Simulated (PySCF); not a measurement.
Compound: C5H7BS.
Numbering: `[BH2:1][c:2]1[cH:3][c:4]([CH3:5])[cH:6][s:7]1` (hydrogens: H8, H9 on B1; H10 on C3; H11, H12, H13 on C5; H14 on C6)

Structure used (PBE0-D3(BJ)/def2-SVP), in Å, numbered top down from 1:
```xyz
14
C5H7BS angstrom
B      2.8882    0.1565   -0.4650
C      1.4130    0.3778   -0.1776
C      0.3787   -0.5513   -0.1454
C     -0.8952   -0.0105    0.1519
C     -2.1617   -0.8034    0.2375
C     -0.8097    1.3581    0.3453
S      0.7741    1.9545    0.1698
H      3.6671    1.0810   -0.4626
H      3.2789   -0.9636   -0.7011
H      0.5568   -1.6124   -0.3350
H     -2.0475   -1.6629    0.9155
H     -2.4484   -1.2015   -0.7491
H     -2.9956   -0.1905    0.6063
H     -1.6334    2.0304    0.5892
```

All values: B3LYP/def2-SVPD (PySCF, non-relativistic), on one gas-phase PBE0-D3(BJ)/def2-SVP geometry that isn't relaxed in the solvent. The solvent is an IEF-PCM continuum (Bondi radii, 1.10 Å for H, scaled by 1.2). Only the electrostatic response of the medium enters.

Gas phase at B3LYP/def2-SVPD: HOMO -6.96 eV, LUMO -2.19 eV, dipole 2.58 D.

What does the continuum do to the energy, the frontier levels and the dipole at B3LYP/def2-SVPD in chloroform and acetone?

```
   solvent      ε  E(solvent) − E(gas) (kcal/mol)  polarisation term (kcal/mol)  distortion of the solute (kcal/mol)  HOMO (eV)  LUMO (eV)  dipole (D)
chloroform  4.711                           -1.74                         -2.00                                 0.26      -6.89      -2.19        3.28
   acetone  20.49                           -2.35                         -2.84                                 0.49      -6.89      -2.21        3.53
```

The polarisation term is half the interaction of the solute with the surface charges that it induces; the rest is the cost of distorting the solute's density. The sum is the electrostatic part of solvation alone. From chloroform to acetone the lowering changes by a factor 1.36, Onsager's factor (ε − 1)/(2ε + 1) by 1.30 and ε itself by 4.3.

Which radius a makes the point-dipole formula ΔE = −[(ε − 1)/(2ε + 1)]·μ²/a³ give the value in acetone, with the gas-phase dipole?

μ = 1.017 au and |ΔE| = 0.00375 Eh give a = 2.67 Å; the farthest nucleus lies 3.85 Å from the centroid of the nuclei, so such a sphere wouldn't even hold the nuclei. The formula assumes a rigid point dipole at the centre of a sphere.

Give the dipole vector in the frame of the coordinates (D, pointing from negative to positive charge), gas and acetone.

Gas (-2.52, -0.46, 0.35), solvent (-3.44, -0.65, 0.47). Its length changes by +37 % and its direction by less than 1°.

How does the static polarisability (B3LYP/def2-SVPD, frozen core, with the continuum's full static response) change?

```json
{"medium": "gas", "isotropic (au)": "96.0", "principal values (au)": "59.8, 99.8, 128.5", "⟨r²⟩ of the electrons (bohr²)": "916.2"}
{"medium": "chloroform", "isotropic (au)": "123.5", "principal values (au)": "75.0, 130.7, 164.7", "⟨r²⟩ of the electrons (bohr²)": "916.1"}
{"medium": "acetone", "isotropic (au)": "135.0", "principal values (au)": "83.0, 143.8, 178.2", "⟨r²⟩ of the electrons (bohr²)": "916.1"}
```

The isotropic value in acetone is 1.41 times the gas-phase one; no cavity-field correction is applied. ⟨r²⟩ is taken about the centre of nuclear charge.

On Intel Xeon 6975P-C, one thread, shared host with 192 logical CPUs at a one-minute load of 79, this took 19 s and 0.92 GiB of memory at its peak. This is the whole response run at B3LYP/def2-SVPD in acetone, SCF included.
